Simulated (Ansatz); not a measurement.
Basis-set extrapolation for C$_{2}$H$_{7}$AlSi (`C=C[SiH2][AlH2]`) (PBE0-D4/def2-TZVP geometry, frozen core, Ansatz). Multiplicity 1, RHF reference.

```
                      def2-TZVPP   def2-QZVPP
                 HF  -610.665782  -610.685284
    MP2 correlation    -0.528923    -0.564472
CCSD(T) correlation    -0.609708      not run
```

Energies in hartree. Use E(X) = E(∞) + A·exp(−7.88·√X) for Hartree–Fock and E(X) = E(∞) + B·X^(−2.97) for correlation, with X = 3 and 4, and add CCSD(T) minus MP2 of the smaller set to the MP2 limit.

Task: What is the CCSD(T) energy at the basis-set limit?

Result: HF limit: -610.685284 + (-0.019502) × 0.13774 = -610.68797. MP2 limit: -0.564472 + (-0.035549) × 0.74074 = -0.59080. Higher-order term: -0.609708 − (-0.528923) = -0.08078. Total: -611.35955 hartree, 220.7 kJ/mol below CCSD(T)/def2-TZVPP.
